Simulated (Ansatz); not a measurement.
Two isomers of FH3NOSi: A = `[NH][SiH](O)F`•, B = `N[Si](O)F`•.

Calculated with Ansatz (gas phase, PBE0-D4/def2-TZVP geometries, no zero-point term in ΔE). CBS: MP2 limit from def2 TZ/QZ plus the TZ coupled-cluster correction, frozen cores. This one scheme is used for every species. DFT in def2-TZVPP. Open shells (•) are unrestricted, without spin–orbit coupling. Each species was taken in one conformer, which may not be the lowest.

**Question.** Which isomer does CCSD(T)/CBS put lower? Give the gap. (Best estimate.)

**Answer.** The calculation gave: B, by 19.5 kcal/mol.

**Question.** Give E(B) − E(A) in kcal/mol with r2SCAN-D4, MP2/def2-TZVPP, CCSD/def2-TZVPP, HF/def2-TZVPP, PBE0-D4, LDA (SPW92), ωB97M-V. (Best estimate.)

**Answer.** The calculation gave: r2SCAN-D4 -19.9, MP2/def2-TZVPP -23.2, CCSD/def2-TZVPP -16.6, HF/def2-TZVPP -7.1, PBE0-D4 -21.0, LDA (SPW92) -29.5, ωB97M-V -18.0. None reverses the order clearly.

**Question.** Does the order hold for the free energy at 298.15 K (harmonic terms from PBE0-D4)? (Estimate.)

**Answer.** The calculation gave: Yes: G(B) − G(A) = -16.5 kcal/mol, for one conformer each.

Largest T1 diagnostic: 0.014.

From r2SCAN to r2SCAN0 (25 % exact exchange), in def2-TZVPP and without D4, E(B) − E(A) moves by +1.3 kcal/mol. In def2-TZVPP, CCSD(T) changes the Hartree–Fock value by −10.9 kcal/mol (the triples alone add −1.3 kcal/mol) and MP2 by −16.1 kcal/mol.
